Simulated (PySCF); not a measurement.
Ionisation energy of Os⁵⁶⁺ by level of theory

Os⁵⁶⁺ [Ar] 3d2 (3F) → Os⁵⁷⁺ [Ar] 3d1 (2D), as a difference of total energies. Calculation: PySCF 2.14, in an even-tempered Gaussian basis (17 s from 15 bohr⁻², ratio 2.5; 12 p from 19 bohr⁻², ratio 2.5; 7 d from 19 bohr⁻², ratio 2.5; 4 f from 66 bohr⁻², ratio 2.7; 3 g from 100 bohr⁻², ratio 2.7); scalar relativity by spin-free X2C-1e. Correlated levels: outer shells: [Ne] frozen; virtual orbitals above 40 to 60 times the deepest correlated orbital energy dropped. The calculations carry no spin-orbit coupling.

```
                method  ionisation energy (eV)
                   UHF                  5530.8
                   LDA                  5528.3
                   PBE                  5529.8
                  PBE0                  5530.4
                r2SCAN                  5532.5
             BHandHLYP                  5531.4
SCS-MP2 (outer shells)                  5530.2
```

**Question.** Estimate what B2PLYP gives.

**Answer.** 5530.8 eV, closest to UHF among the rows shown.

**Question.** Estimate what MP2 (outer shells) gives.

**Answer.** 5530.3 eV, closest to SCS-MP2 (outer shells) among the rows shown.

Spin-orbit coupling is strong in these open shells (close to jj coupling). The scalar numbers leave it out and a first-order estimate fails, so it can dominate the gap to the real levels.

Breit and QED terms and the two-electron picture change are absent.

For comparison: 5575 ± 5 eV (theoretical estimate listed by NIST; NIST Atomic Spectra Database, ionization energies).
